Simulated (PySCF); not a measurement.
**Working out the excitation energy of P**

P [Ne] 3s2 3p3 (4S) → P [Ne] 3s1 3p4 (4P). Computed with PySCF 2.14 in x2c-TZVPPall with one added diffuse shell each of s, p, d type (6s6p4d1f, 51 functions), with the spin-free X2C one-electron Hamiltonian (Gaussian nucleus). Frozen: [Ne]. Energies in hartree (1 hartree = 27.21139 eV):

```tsv
part	P (lower)	P (upper)
UHF	-341.526346	-341.233092
CCSD correlation	-0.101235	-0.114250
(T)	-0.003914	-0.010103
```

Problem. What does Hartree-Fock give?

Solution. (-341.233092) − (-341.526346) = 0.293254 hartree = 7.980 eV.

Problem. What do CCSD and CCSD(T) give?

Solution. The CCSD correlation energies differ by -0.013015 hartree = -0.354 eV and the triples by -0.006189 hartree = -0.168 eV, so CCSD gives 7.626 eV and CCSD(T) 7.458 eV.

Measured between the centres of the two terms (NIST): 7.395 eV, so CCSD(T) (valence) is off by 0.063 eV.

The coupled-cluster amplitudes are large, so a single reference is strained.

What remains against the reference includes basis incompleteness, the frozen core and higher excitations.
